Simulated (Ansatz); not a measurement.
C₄H₁₂GeO₃⁺, that is GeMe(OMe)3 with one electron fewer. Charge 1, multiplicity 2. Geometry PBE-D4/def2-SVP, that of the neutral singlet; atoms count from 1.

```xyz
20

Ge    0.289    0.641   -0.104
C     0.888    2.427    0.342
H     1.792    2.373    0.978
H     0.083    2.969    0.874
H     1.136    2.961   -0.596
O    -1.506    0.695   -0.195
C    -2.223   -0.435   -0.659
H    -3.296   -0.299   -0.406
H    -1.881   -1.387   -0.189
H    -2.149   -0.555   -1.765
O     0.729   -0.675    1.047
C     0.195   -0.660    2.358
H     0.608    0.170    2.980
H     0.466   -1.615    2.857
H    -0.916   -0.569    2.371
O     1.043    0.117   -1.635
C     1.155   -1.256   -1.980
H     1.972   -1.360   -2.726
H     0.220   -1.645   -2.447
H     1.396   -1.898   -1.105
```

Q: Estimate the Mulliken populations from the PBE0/def2-TZVP orbitals of Ansatz.

A: 
| atom | charge (e) | spin (α − β) |
| --- | --- | --- |
| Ge1 | 0.73 | -0.05 |
| C2 | -0.40 | 0.04 |
| H3 | 0.19 | 0.00 |
| H4 | 0.19 | 0.00 |
| H5 | 0.20 | 0.00 |
| O6 | -0.23 | 0.34 |
| C7 | -0.27 | 0.01 |
| H8 | 0.21 | 0.03 |
| H9 | 0.17 | 0.00 |
| H10 | 0.19 | 0.04 |
| O11 | -0.32 | 0.16 |
| C12 | -0.24 | 0.01 |
| H13 | 0.17 | 0.03 |
| H14 | 0.18 | 0.00 |
| H15 | 0.15 | 0.01 |
| O16 | -0.25 | 0.29 |
| C17 | -0.25 | 0.01 |
| H18 | 0.20 | 0.02 |
| H19 | 0.17 | 0.05 |
| H20 | 0.18 | 0.00 |
Mulliken values depend strongly on the basis.

Q: Where does the spin sit?

A: Summed by element: Ge -0.05, C 0.07, H 0.19, O 0.79, of 1 unpaired in all. Largest on single atoms: O6 0.34, O16 0.29, O11 0.16.

Q: And the Mayer bond orders between heavy atoms (over 0.3)?

A: Ge1–C2 1.00 (1.94 Å); Ge1–O6 0.94 (1.80 Å); Ge1–O11 0.98 (1.80 Å); Ge1–O16 0.97 (1.79 Å); O6–C7 0.96 (1.42 Å); O11–C12 0.95 (1.42 Å); O16–C17 0.96 (1.42 Å).
